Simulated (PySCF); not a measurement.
## Br: excitation energy

Br [Ar] 3d10 4s2 4p5 (2P) → Br [Ar] 3d10 4s2 4p4 5s1 (4P), as a difference of total energies. Calculation: PySCF 2.14, in aug-cc-pVTZ-PP with ECP10MDF (6s5p4d2f, 55 functions); scalar relativity through the core potential. Correlated levels: valence: 3s2 3p6 3d10 frozen. The calculations carry no spin-orbit coupling.

```tsv
method	excitation energy (eV)
UHF	7.383
MP2 (valence)	7.871
SCS-MP2 (valence)	7.983
CCSD (valence)	7.863
CCSD(T) (valence)	7.873
```

Q: How much does correlation contribute at CCSD(T) (valence)?

A: 7.873 − (7.383) = 0.490 eV, measured against UHF.

Errors of the correlated levels include the incompleteness of this basis and the frozen core.

For comparison: 7.845 eV (measured; NIST levels, between the centres of gravity of the two terms).
